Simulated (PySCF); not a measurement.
**Circular dichroism: `C[C@@H]1CN(C)C[C@H]1F`, C6H12FN**

Cartesian coordinates in Å; atom numbers follow the order of the lines, from 1:
```xyz
20

C    -1.7260   -0.6972    1.0171
C    -1.3842    0.4268    0.0495
C    -0.3601    0.0037   -1.0012
N     0.8740    0.0132   -0.2466
C     2.0875   -0.1873   -0.9784
C     0.8444    1.1534    0.6506
C    -0.6266    1.5639    0.7327
F    -0.8131    2.7247    0.0040
H    -2.2664   -1.5046    0.5007
H    -0.8107   -1.1304    1.4473
H    -2.3650   -0.3393    1.8392
H    -2.2994    0.8360   -0.4042
H    -0.5565   -0.9956   -1.4241
H    -0.3571    0.7328   -1.8428
H     2.0317   -1.1241   -1.5546
H     2.3177    0.6372   -1.6918
H     2.9402   -0.2772   -0.2867
H     1.2708    0.8987    1.6369
H     1.4050    2.0286    0.2625
H    -0.9725    1.7643    1.7598
```

Computed, not measured: TDDFT CAM-B3LYP/def2-SVPD circular dichroism and optical rotation, one conformer, gas phase (PySCF 2.14.0). Geometry: PBE0-D3(BJ)/def2-SVP.

States above about 7.5 eV lie in this functional's continuum (it starts at minus the energy of the highest occupied orbital, well below the true ionisation energy for most functionals) and depend on the basis.

(1) What are the CIP labels of the stereocentres?

(2) Which excitations and rotatory strengths does the calculation give?

Answers

(1) C2 R, C7 S.

(2) Rotatory strengths R in 10⁻⁴⁰ esu² cm², velocity form and length form (origin at the centre of mass); f in length form.
| state | E (eV) | λ (nm) | f | R (velocity) | R (length) | main |
| --- | --- | --- | --- | --- | --- | --- |
| 1 | 5.90 | 210 | 0.022 | -4.1 | -4.3 | HOMO→LUMO 0.86, HOMO→LUMO+1 0.09 |
| 2 | 6.74 | 184 | 0.007 | +10.7 | +10.6 | HOMO→LUMO+1 0.71, HOMO→LUMO+2 0.12 |
| 3 | 6.83 | 182 | 0.004 | -12.8 | -12.6 | HOMO→LUMO+2 0.58, HOMO→LUMO+3 0.17 |
| 4 | 7.16 | 173 | 0.052 | +0.3 | +0.4 | HOMO→LUMO+3 0.67, HOMO→LUMO+2 0.10 |
| 5 | 7.20 | 172 | 0.005 | +3.4 | +3.4 | HOMO→LUMO+4 0.59, HOMO→LUMO+2 0.15 |
| 6 | 7.67 | 162 | 0.019 | -6.4 | -5.6 | HOMO→LUMO+5 0.36, HOMO→LUMO+6 0.28 |
| 7 | 7.78 | 159 | 0.005 | -0.1 | -0.3 | HOMO→LUMO+5 0.31, HOMO→LUMO+6 0.29 |
| 8 | 7.89 | 157 | 0.058 | +16.6 | +17.7 | HOMO→LUMO+7 0.37, HOMO→LUMO+8 0.20 |
| 9 | 8.11 | 153 | 0.047 | -22.0 | -24.2 | HOMO→LUMO+9 0.47, HOMO→LUMO+10 0.19 |
| 10 | 8.20 | 151 | 0.012 | +13.5 | +14.4 | HOMO→LUMO+8 0.32, HOMO→LUMO+7 0.24 |
| 11 | 8.53 | 145 | 0.010 | -3.6 | -3.7 | HOMO→LUMO+10 0.37, HOMO→LUMO+9 0.21 |
| 12 | 8.61 | 144 | 0.018 | +23.4 | +23.7 | HOMO→LUMO+11 0.86 |

Among the states computed, the strongest CD band (largest |R|) is state 12. The largest dissymmetry factor in size, g = 4R/(D+G), with D and G the electric and magnetic dipole strengths, is -0.037 for state 3 (velocity form, f = 0.004), among bands with |R| over 0.5. The mirror image has the same energies and oscillator strengths and all R with the opposite sign.
